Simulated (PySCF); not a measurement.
Isomers C₉H₈O:

A. SMILES C(#C)[C@@]12CC=C[C@@H]1[C@@H]2C=O
B. `C#C/C=C\C(C=C)=C/C=O`
C. `Cc1coc2ccccc12`

Spectrum 1. 13C{1H} NMR (computed): δ 161.7 (C), 147.4 (CH), 135.1 (C), 128.5 (CH), 127.2 (CH), 124.0 (CH), 122.8 (C), 116.7 (CH), 10.7 (CH3).

Spectrum 2. 13C{1H} NMR (computed): δ 204.9 (CH), 142.2 (CH), 136.1 (CH), 89.7 (C), 76.6 (CH), 48.7 (CH), 44.5 (CH2), 38.8 (CH), 30.6 (C).

Spectrum 3. 13C{1H} NMR (computed): δ 197.3 (CH), 157.4 (C), 147.3 (CH), 143.1 (CH), 139.6 (CH), 129.1 (CH2), 127.2 (CH), 100.0 (CH), 84.4 (C).

- σ from GIAO-PBE0/pcSseg-1
- GFN2-xTB geometry
- code: PySCF
- one conformer, non-relativistic Hamiltonian, equivalent nuclei averaged, no solvent

References, each an isolated molecule treated in the same way: 13C (σref 186.93) against TMS. Shifts are as computed. Against solution values, carbons near 30 ppm lie about +3 ppm off and those near 130 ppm about +5 ppm. Of 1211 compounds with measured shifts, 218 miss one by over three times the rms of a fit or turn the order of signals round; such compounds aren't used in these exercises.

Match each spectrum to its structure.

## Answers

1–C, 2–A, 3–B.

- Spectrum 1 (C): 9 13C signals; δC 128.5 is an aromatic CH; δC 127.2 is an aromatic CH.
- Spectrum 2 (A): 9 13C signals; δC 204.9 is an aldehyde carbonyl carbon; δC 142.2 is an alkene CH.
- Spectrum 3 (B): 9 13C signals; δC 197.3 is an aldehyde carbonyl carbon; δC 157.4 is a β carbon of a C=C–C=O unit.
